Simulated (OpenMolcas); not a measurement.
Cr3+ with 4 ligands (chloride) in tetrahedral coordination (Td) at 2.25 Å. A charge of +0.25 e stands 2.4 Å behind each ligand. Ligand basis ANO-RCC-VDZP.
```
Cr    0.0000    0.0000    0.0000
Cl    1.2990    1.2990    1.2990
Cl    1.2990   -1.2990   -1.2990
Cl   -1.2990    1.2990   -1.2990
Cl   -1.2990   -1.2990    1.2990
```

| Quantity | Value |
| --- | --- |
| Program | OpenMolcas |
| Method | SS-CASPT2, IPEA 0.25 Eh, imaginary shift 0.1 Eh (closed shells correlated: 3s 3p and the ligand valence shells) |
| Basis | ANO-RCC-VTZP [6s5p3d2f1g] |
| Scalar Hamiltonian | DKH2, point nucleus |
| Active space | 3 electrons in 5 orbitals (3d) |
| State averaging | 2S+1 = 4 even, 10 roots; 2S+1 = 2 even, 40 roots |
| Spin-orbit coupling | state interaction with AMFI integrals over the reference wave functions |

**Question.** What is the spin-free ground state (labels of Td)?

**Answer.** 4T1, 3-fold in its orbital part; it has the highest spin that d3 allows.

**Question.** Where is the first state of the same spin?

**Answer.** 4T2 at 5460 cm-1 above the ground state.

**Question.** What are the lowest two levels with spin-orbit coupling?

**Answer.** A 4-fold level Γ8, then a 2-fold level Γ7 26 cm-1 above it. Their leading multiplicities are 4 (100 %) and 4 (100 %).

**Question.** What is χT at 300 K, and how does it compare with the textbook value?

**Answer.** The lowest level has 2S+1 = 4, for which the spin-only value is χT = S(S+1) / 2 = 1.875 cm3 K/mol (g = 2). The computed 1.474 at 300 K differs by -0.401, through orbital momentum, spin-orbit coupling and any other state in reach. With a threefold ground state the orbital momentum is unquenched, so the spin-only value is not expected to hold.

Roots that are degenerate in the reference are averaged as groups; the widest CASPT2 spread within a group is 630 cm-1 (the 3-fold group of multiplicity 4 near 5460 cm-1 above the lowest state of its run). Shifts and gaps below about the spread of the groups concerned are not significant. Over all roots computed the reference weight is 0.70 to 0.73; a low but even weight reflects the number of correlated electrons. An orbital triplet at a regular site is open to Jahn-Teller coupling, which can distort the site and quench the lowest spin-orbit gaps and is left out. Ligand-to-metal charge-transfer states are missing. These CASPT2 states fit no ligand-field parameters well, so their order and spin gaps are uncertain. With no ligand orbital active B as a rule stays too high, so bands that hang on it stand too high and its fall with covalency is understated. With one d shell and no ligand orbital active, 10Dq can be off by a tenth or more. No measured value stands beside these numbers; the geometry was imposed, not optimised, and the real ion may take another.
